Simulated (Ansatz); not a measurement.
C$_{2}$H$_{10}$BNSi from Hartree–Fock to CCSD(T)

```xyz
15

B     1.420   -1.039    0.798
Si    0.298    0.266   -0.121
C    -0.582    1.686    0.725
C    -0.251    0.118   -1.906
N    -0.197   -1.304    0.752
H     2.022   -1.841    0.139
H     1.798   -0.785    1.908
H    -0.405    1.662    1.803
H    -0.193    2.639    0.355
H    -1.660    1.674    0.542
H     0.117   -0.811   -2.346
H     0.166    0.941   -2.493
H    -1.339    0.155   -2.009
H    -0.687   -1.259    1.634
H    -0.508   -2.102    0.218
```

Total charge 0; spin multiplicity 1. The bonds changed during the relaxation, so this is another structure than the one it started from. The structure was optimised at the PBE0-D4/def2-TZVP level. It is one conformer, not always the lowest. Frozen core, restricted reference, the Gaussian-basis code of Ansatz. CBS rows extrapolate triple and quadruple zeta; past MP2 they add the triple-zeta difference.

| basis | HF (Eh) | MP2 corr. |
| --- | --- | --- |
| def2-TZVPP | -449.70960 | -0.81842 |
| def2-QZVPP | -449.72622 | -0.87143 |

Problem. Estimate the CCSD correlation energy and the (T) correction in each basis where they were run (hartree).

Solution. 
| basis | CCSD corr. | (T) |
| --- | --- | --- |
| def2-TZVPP | -0.87566 | -0.03499 |
| CBS(def2) | -0.96794 | as TZ |
